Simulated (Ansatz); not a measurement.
Species: CSe₂, SMILES `[Se]=C=[Se]` (charge 0, multiplicity 1).

Give a relaxed geometry from Ansatz (an electronic-structure program) with B3LYP-D3(BJ)/def2-TZVP.

the end point of this relaxation (outside a Z-matrix the atoms follow the SMILES, hydrogens last).
Cartesian coordinates (Å) in one orientation:
```xyz
3

Se    -1.513    -0.766     0.000
C      0.000     0.000     0.000
Se     1.513     0.766     0.000
```
